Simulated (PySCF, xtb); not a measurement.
TaOBr₂, SMILES [O]=[Ta]([Br])[Br] (connectivity only; charge and spin as stated), neutral, multiplicity 2.

Harmonic wavenumbers (cm⁻¹) from GFN2-xTB in xtb at its own minimum, in rising order: 38, 50, 129, 198, 255, 826.

Problem. What does PySCF with PBE-D3(BJ)/def2-SVP give at its own minimum? (An estimate is asked for; the answer gives what the named calculation found.)

Solution. 33, 64, 182, 237, 300, 975. Paired by order, the mean absolute difference is 51 cm⁻¹ and the zero-point energies are 2.1 and 2.6 kcal/mol.
